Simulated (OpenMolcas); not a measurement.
## V3+: ligand-field states by method

V3+ with 6 ligands (fluoride) in trigonal prismatic coordination (D3h) at 1.95 Å, a polar angle of 48.1° against the regular 49.1°. A charge of +0.5 e stands 2.6 Å behind each ligand. Ligand basis ANO-RCC-VDZP.
```
V     0.0000    0.0000    0.0000
F     1.4518    0.0000    1.3018
F    -0.7259    1.2573    1.3018
F    -0.7259   -1.2573    1.3018
F     1.4518    0.0000   -1.3018
F    -0.7259    1.2573   -1.3018
F    -0.7259   -1.2573   -1.3018
```

* Program: OpenMolcas 26.06
* Basis: ANO-RCC-VTZP [6s5p3d2f1g]
* Scalar Hamiltonian: DKH2, point nucleus
* Active space: 2 electrons in 5 orbitals (3d)
* State averaging: 2S+1 = 3 even, 10 roots; 2S+1 = 1 even, 15 roots
* Spin-orbit coupling: state interaction with AMFI integrals over the reference wave functions

I. CASSCF
II. SS-CASPT2, IPEA 0.25 Eh, imaginary shift 0.1 Eh (closed shells correlated: 3s 3p and the ligand valence shells)

Spin-free states (labels of D3, the rotations of D3h) in cm-1, each column counted from its own energy of the first state listed:

```json
{"State": "3E", "Degeneracy": "2", "I": "0", "II": "0"}
{"State": "3A2", "Degeneracy": "1", "I": "9615", "II": "8280"}
{"State": "3E", "Degeneracy": "2", "I": "10376", "II": "10350"}
{"State": "3A2", "Degeneracy": "1", "I": "10539", "II": "10640"}
{"State": "3A1", "Degeneracy": "1", "I": "10547", "II": "10630"}
{"State": "1A1", "Degeneracy": "1", "I": "13472", "II": "9440"}
{"State": "1E", "Degeneracy": "2", "I": "14876", "II": "10950"}
{"State": "1E", "Degeneracy": "2", "I": "19512", "II": "16050"}
{"State": "1E", "Degeneracy": "2", "I": "22944", "II": "19250"}
{"State": "3E", "Degeneracy": "2", "I": "25319", "II": "22210"}
{"State": "3A2", "Degeneracy": "1", "I": "26269", "II": "25750"}
{"State": "1A1", "Degeneracy": "1", "I": "27163", "II": "21780"}
{"State": "1E", "Degeneracy": "2", "I": "29533", "II": "26260"}
{"State": "1A1", "Degeneracy": "1", "I": "29686", "II": "25970"}
{"State": "1A2", "Degeneracy": "1", "I": "29912", "II": "26120"}
{"State": "1E", "Degeneracy": "2", "I": "37833", "II": "36100"}
{"State": "1A1", "Degeneracy": "1", "I": "59496", "II": "51010"}
```

From I to II, I's first state of the same spin (3A2) moves from 9615 to 8280 cm-1, by about -1300 cm-1.

From I to II, I's first state of another spin (1A1) moves from 13472 to 9440 cm-1, by about -4000 cm-1.

χT at 300 K: I 0.88, II 0.88 cm3 K/mol.

Roots that are degenerate in the reference are averaged as groups; the widest CASPT2 spread within a group is 150 cm-1 (the 2-fold group of multiplicity 3 near 0 cm-1 above the lowest state of its run, II). Shifts and gaps below about the spread of the groups concerned are not significant. Over all roots computed the reference weight is 0.71 to 0.72 in II; a low but even weight reflects the number of correlated electrons. An orbital doublet at a regular site is open to a Jahn-Teller distortion, which this geometry leaves out. Ligand-to-metal charge-transfer states are missing. With no ligand orbital active B as a rule stays too high, so bands that hang on it stand too high and its fall with covalency is understated. Without dynamic correlation the repulsion within the d shell is too large (B by tens of per cent), so at a given field states of lower spin stand too high (holds for I). With metal d orbitals alone and no dynamic correlation the field as a rule comes out too small, by tens of per cent, by up to half for chloride and softer ligands (holds for I). No measured value stands beside these numbers; the geometry is a model, was not optimised and need not be the one that this ion takes.
